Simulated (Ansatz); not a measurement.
Mulliken charges of C$_{2}$H$_{4}$OSn, SMILES `C1=[CH][SnH2][O]1` from ωB97M-V/def2-TZVPP in Ansatz (PBE0-D4/def2-TZVP geometry).

| atom | x (Å) | y (Å) | z (Å) | charge (e) |
| --- | --- | --- | --- | --- |
| C1 | -0.665 | 0.921 | -0.482 | 0.167 |
| C2 | 0.270 | 0.950 | 0.486 | -0.493 |
| Sn3 | 0.489 | -1.117 | 0.220 | 0.796 |
| O4 | -0.928 | -0.275 | -1.036 | -0.505 |
| H5 | -1.237 | 1.764 | -0.869 | 0.102 |
| H6 | 0.636 | 1.785 | 1.060 | 0.084 |
| H7 | 1.757 | -1.813 | -0.684 | -0.076 |
| H8 | -0.230 | -2.272 | 1.249 | -0.076 |

By hand: the dipole of these point charges (1 e Å = 4.8032 D).

Σ q r = (0.425, -0.424, 0.336) e Å, of length 0.688 e Å = 3.30 D.

How does the dipole of the full density compare? (Estimate.)

Computed: (0.311, -0.120, 0.291) e Å, 2.13 D; the point charges give 1.55 times that, at 23° from its direction.

Point charges leave out the atoms' own dipoles, such as those of lone pairs, and Mulliken's split depends on the basis, so the two needn't agree.
